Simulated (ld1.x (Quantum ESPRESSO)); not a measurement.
Building the TM potential for gallium (Ga) (revPBE, scalar-relativistic).

* Element: Ga (Z = 31)
* Generator: ld1.x (Quantum ESPRESSO) 7.5
* Type: norm-conserving Troullier–Martins (Kleinman–Bylander form)
* Functional: revPBE
* Relativity: scalar-relativistic
* Frozen core: [Ar] 3d10
* Valence charge: 3
* Reference configuration: 4s1.5 4p1.5
* Partial waves: 4s (bound): rc 1.45 bohr; 4p (bound): rc 1.90 bohr
* Local potential: the p channel
* Core correction: Bessel-smoothed model core, default radius (core density twice the valence density)

Poles of the logarithmic derivatives, all-electron (AE) and pseudo (PS). s: poles at 2.3 (AE) and 2.8 (PS) Ry. p: poles at 3.8 (AE) and 3.5 (PS) Ry. Test radius 2.06 bohr.

- Cutoffs needed: 30 Ry and 70 Ry (the cutoffs (Ry, on a coarse ladder) from which the occupation-weighted sum of valence levels, in a spherical-Bessel basis at the reference potential, stays within 10 and 1 mRy of its value at 400 Ry)
- Ghost test: ghost state, extra bound levels that the all-electron valence spectrum of the same l lacks: s at -986.5 eV; a true bound ghost makes a file unfit for plane-wave use (spherical-Bessel basis up to 400 Ry, 20 bohr box)
- Largest excitation error: -148 meV (all-electron minus pseudo) for 4s1 4p0, out of 7 test configurations
